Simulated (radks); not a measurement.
Task: Tb, 65 electrons, occupied as [Xe] 4f9 6s1 5f1 (not the ground configuration). All-electron calculation, scalar-relativistic Kohn-Sham, PBE, spin-unpolarised, spherical densities, finite nucleus; Fermi nuclear charge, rms radius 5.06 fm. Program: a radial shooting solver on a logarithmic mesh with Libxc functionals. Some entries of the table are withheld. Estimate them.

| orbital | occ. | eigenvalue (hartree) | <1/r> (bohr^-1) |
|---|---|---|---|
| 1s | 2 | -1905.689 | 73.09 |
| 2s | 2 | -316.0534 | 16.97 |
| 2p | 6 | (1) | 15.81 |
| 3s | 2 | -70.22856 | 6.237 |
| 3p | 6 | -59.37988 | 5.855 |
| 3d | 10 | -45.23943 | (2) |
| 4s | 2 | (3) | 2.627 |
| 4p | 6 | (4) | 2.412 |
| 4d | 10 | -5.56689 | (5) |
| 5s | 2 | -1.91505 | 0.9975 |
| 5p | 6 | -1.08234 | 0.8310 |
| 4f | 9 | -0.27942 | 1.508 |
| 6s | 1 | (6) | 0.3324 |
| 5f | 1 | -0.01574 | 0.06616 |

Result: 
(1) 2p eigenvalue (hartree): -280.8846
(2) 3d <1/r> (bohr^-1): 5.555
(3) 4s eigenvalue (hartree): -14.04246
(4) 4p eigenvalue (hartree): -10.47075
(5) 4d <1/r> (bohr^-1): 2.124
(6) 6s eigenvalue (hartree): -0.25608
